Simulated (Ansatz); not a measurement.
Reaction (redistribution): `Cl[SiH]1CO1` + `[F][Ti]([F])([Cl])[I]` → `I[SiH]1CO1` + `[F][Ti]([F])([Cl])[Cl]`

Isolated molecules relaxed with PBE0-D4/def2-TZVP in Ansatz; ΔE leaves out vibrations. CBS: MP2 limit from def2 TZ/QZ plus the TZ coupled-cluster correction, frozen cores. DFT in def2-TZVPP. Elements past krypton have def2 core potentials. For I, Ti outer-core shells are correlated without core-valence functions, which leaves a few kJ/mol of doubt a bond. Scalar relativity is left out up to krypton.

`Cl[SiH]1CO1`:

Z-matrix (Å, degrees):
```
Si
C 1 1.794
O 1 1.643 2 51.3
Cl 1 2.030 2 122.0 3 -102.0
H 1 1.471 2 125.9 3 99.6
H 2 1.088 1 123.1 3 -98.3
H 2 1.088 1 121.0 3 99.0
```

`[F][Ti]([F])([Cl])[I]`:

Cartesian coordinates in Å:
```
F 1.641 0.525 0.591
Ti 0.037 0.144 0.057
F -1.110 1.088 0.950
Cl -0.153 0.568 -2.062
I -0.415 -2.324 0.464
```

`I[SiH]1CO1`:

Cartesian coordinates in Å:
```
I -0.430 -2.082 1.871
Si -0.359 0.026 0.704
C 0.263 0.171 -0.978
O 1.107 0.570 0.177
H -1.251 1.001 1.358
H 0.656 -0.695 -1.505
H 0.014 1.009 -1.627
```

`[F][Ti]([F])([Cl])[Cl]`:

Z-matrix (Å, degrees):
```
Ti
F 1 1.733
Cl 1 2.170 2 109.5
Cl 1 2.170 2 109.5 3 120.4
F 1 1.733 2 109.1 3 -119.8
```

```csv
level,ΔE (kcal/mol)
r2SCANh,1.2
CCSD(T)/def2-TZVPP,2.1
```

Q: What does CCSD(T)/CBS give? (An estimate is asked.)

A: Computed: +1.2 kcal/mol. The listed levels differ from it by 0.0, 0.9 kcal/mol.

Largest T1 diagnostic among the species: 0.024, so the coupled-cluster value is less sure than usual.

At CCSD(T), def2-SVP lies +1.1 kcal/mol from the extrapolated value and def2-TZVPP +0.9 kcal/mol. In def2-TZVPP, CCSD(T) changes the Hartree–Fock value by +1.6 kcal/mol (the triples alone add +0.9 kcal/mol) and MP2 by +2.9 kcal/mol. Leaving LDA and LC-ωPBE aside and taking each functional with its dispersion term where it has one, the values, not all of them listed here, spread over 2.3 kcal/mol, from ωB97X-V to B2PLYP.
